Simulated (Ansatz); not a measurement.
The input (input.yaml):

```yaml
crystal:
  periodic: [false, false, false]
  atoms:
    - { symbol: C, position_ang: [-0.302685, -2.307392, -0.615386] }
    - { symbol: O, position_ang: [-0.880028, -1.039041, -0.053775] }
    - { symbol: C, position_ang: [0.028639, -0.050893, 0.369693] }
    - { symbol: S, position_ang: [1.138761, -0.630737, 1.910256] }
    - { symbol: O, position_ang: [1.038025, 0.335375, -0.664051] }
    - { symbol: C, position_ang: [0.761139, 1.826139, -0.853895] }
    - { symbol: Si, position_ang: [-0.736488, 1.76019, 0.412938] }
    - { symbol: H, position_ang: [-0.667746, -2.395834, -1.648017] }
    - { symbol: H, position_ang: [0.794265, -2.2785, -0.596951] }
    - { symbol: H, position_ang: [-0.678448, -3.139761, -0.003812] }
    - { symbol: H, position_ang: [0.057173, -1.006324, 2.709966] }
    - { symbol: H, position_ang: [0.519577, 2.022006, -1.908925] }
    - { symbol: H, position_ang: [1.644287, 2.406922, -0.551035] }
    - { symbol: H, position_ang: [-0.617886, 2.544049, 1.695544] }
    - { symbol: H, position_ang: [-2.120586, 1.903004, -0.173051] }
basis:
  gaussian: { orbitals: "6-31G" }
hamiltonian:
  xc: blyp
phonons: {}
```

Run as:

```bash
$ ansatz run input.yaml --threads 1 --pin off --max-ram 2048MiB --backend cpu --events-out ev --progress --plain --runs-dir out
```

Hardware: 1 thread of Arm Neoverse V2, on a shared host.

Roughly how long does this run take, and how much memory?

5.8 min, with a peak of 0.16 GiB, for 0 ionic steps.
